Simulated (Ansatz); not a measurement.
`N[CH2][Al]([OH])[OH]` and `O[SiH2][Al]([OH])[OH]` differ in one atom or group.

Ansatz, PBE0-D4/def2-TZVP geometries, multiplicity 1. Each molecule was computed in one conformer, which needn't be the lowest.

| property | `N[CH2][Al]([OH])[OH]` |
| --- | --- |
| LUMO energy (PBE/def2-TZVPP) / eV | -0.93 |
| HOMO energy (B3LYP/def2-TZVPP) / eV | -6.64 |
| size of the dipole moment (ωB97M-V/def2-TZVPP) / D | 3.45 |
| LUMO energy (ωB97M-V/def2-TZVPP) / eV | 1.36 |
| HOMO–LUMO gap (B3LYP/def2-TZVPP) / eV | 6.20 |
| size of the dipole moment (PBE/def2-TZVPP) / D | 3.32 |

(1) Give the same properties after the change, and the shifts. (Estimate.)

Results:

(1) Computed: 
```json
{"property": "LUMO energy (PBE/def2-TZVPP) / eV", "`O[SiH2][Al]([OH])[OH]`": "-1.43", "shift": "-0.50"}
{"property": "HOMO energy (B3LYP/def2-TZVPP) / eV", "`O[SiH2][Al]([OH])[OH]`": "-7.47", "shift": "-0.83"}
{"property": "size of the dipole moment (ωB97M-V/def2-TZVPP) / D", "`O[SiH2][Al]([OH])[OH]`": "3.84", "shift": "0.39"}
{"property": "LUMO energy (ωB97M-V/def2-TZVPP) / eV", "`O[SiH2][Al]([OH])[OH]`": "0.98", "shift": "-0.38"}
{"property": "HOMO–LUMO gap (B3LYP/def2-TZVPP) / eV", "`O[SiH2][Al]([OH])[OH]`": "6.60", "shift": "0.40"}
{"property": "size of the dipole moment (PBE/def2-TZVPP) / D", "`O[SiH2][Al]([OH])[OH]`": "3.57", "shift": "0.25"}
```

With PBE0 the HOMO falls by 0.80 eV and the LUMO falls by 0.58 eV, so the gap widens by about 0.22 eV. PBE moves the HOMO by -1.10 eV and ωB97M-V by -0.47 eV. Dipoles are sizes alone; their direction can turn.

B3LYP here is the variant with VWN-RPA as its local correlation; programs differ in this.
